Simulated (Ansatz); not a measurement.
Cost and result for the atomization energy of C2H7ClSSi (`CS[SiH](C)Cl`) (12 atoms, 11 bonds).

```xyz
12

C    -0.980   -0.062   -2.181
S    -0.280    1.067   -0.943
Si    0.248   -0.331    0.553
C     1.051    0.578    1.954
Cl   -1.423   -1.337    1.243
H    -0.243   -0.799   -2.499
H    -1.865   -0.561   -1.789
H    -1.263    0.549   -3.038
H     1.110   -1.390   -0.027
H     1.319   -0.120    2.750
H     0.369    1.325    2.366
H     1.957    1.081    1.611
```

Charge 0, multiplicity 1. All single points use the PBE0-D4/def2-TZVP geometry. It is one conformer, not always the lowest. Program: Ansatz. All runs use 4 threads of an Arm Neoverse V1 on a shared host. Times are those of one run each, without the atoms' runs, and a repeat can differ threefold. Electronic energies, without spin–orbit coupling; frozen cores. CCSD(T)/CBS adds CCSD(T) − MP2 in def2-TZVPP to the MP2 limit, and its time is that of the two runs behind it. T1 = 0.010. B3LYP takes the VWN-RPA correlation (the form of Gaussian; ORCA's B3LYP/G). HSE06 is the plane-wave form, built on full-range PBE exchange.

CCSD(T)/CBS is a level of theory with its own doubt, some kJ/mol a heavy atom from the limit and from the frozen cores, so smaller differences don't rank the functionals.

| level | functions | wall time |
| --- | --- | --- |
| LDA (SPW92)/def2-TZVPP | 286 | 1.7 s |
| PBE-D4/def2-TZVPP (with forces) | 286 | 3.3 s |
| BHLYP-D4/def2-TZVPP | 286 | 4.7 s |
| HSE06-D4/def2-TZVPP | 286 | 5 s |
| r2SCAN-D4/def2-TZVPP (with forces) | 286 | 6.5 s |
| CCSD(T)/def2-SVP | 117 | 6.5 s |
| B3LYP-D4/def2-TZVPP (with forces) | 286 | 7.5 s |
| B2PLYP/def2-TZVPP | 286 | 7.5 s |
| ωB97X-V/def2-TZVPP | 286 | 11 s |
| ωB97M-V/def2-TZVPP (with forces) | 286 | 17 s |
| MP2/def2-QZVPP | 534 | 31 s |
| CCSD(T)/def2-TZVPP | 286 | 4.3 min |
| CCSD(T)/CBS(def2) | – | 4.8 min |

(1) What atomization energy does each give, and how far from CCSD(T)/CBS? (An estimate is asked.)

## Answers

(1) The calculation gave: 
```
                             level  atomization (kJ/mol)  difference from CCSD(T)/CBS  per bond
            LDA (SPW92)/def2-TZVPP                4821.1                        537.9      48.9
   PBE-D4/def2-TZVPP (with forces)                4328.4                         45.2       4.1
               BHLYP-D4/def2-TZVPP                4188.2                        -95.0      -8.6
               HSE06-D4/def2-TZVPP                4293.7                         10.5       1.0
r2SCAN-D4/def2-TZVPP (with forces)                4298.2                         15.0       1.4
                  CCSD(T)/def2-SVP                4013.5                       -269.7     -24.5
 B3LYP-D4/def2-TZVPP (with forces)                4265.9                        -17.3      -1.6
                 B2PLYP/def2-TZVPP                4217.5                        -65.7      -6.0
                ωB97X-V/def2-TZVPP                4300.0                         16.8       1.5
  ωB97M-V/def2-TZVPP (with forces)                4301.6                         18.4       1.7
                    MP2/def2-QZVPP                4284.4                          1.2       0.1
                CCSD(T)/def2-TZVPP                4169.4                       -113.8     -10.3
                 CCSD(T)/CBS(def2)                4283.2                          0.0       0.0
```

At CCSD(T), def2-SVP lies −269.6 kJ/mol from the extrapolated value and def2-TZVPP −113.8 kJ/mol: correlation converges slowly with the basis, and small sets miss more of it in the bonded molecule than in its fragments. The D4 term adds +51.1 kJ/mol with B3LYP and +26.9 kJ/mol with PBE0; it sums over pairs of atoms, weighted by their polarisabilities, and B3LYP, whose exchange is more repulsive, gets the larger term. Leaving LDA and LC-ωPBE aside and taking each functional with its dispersion term where it has one, the values spread over 140.2 kJ/mol, from BHLYP-D4 to PBE-D4. LDA lies +524.2 kJ/mol from PBE without D4, its usual overbinding.
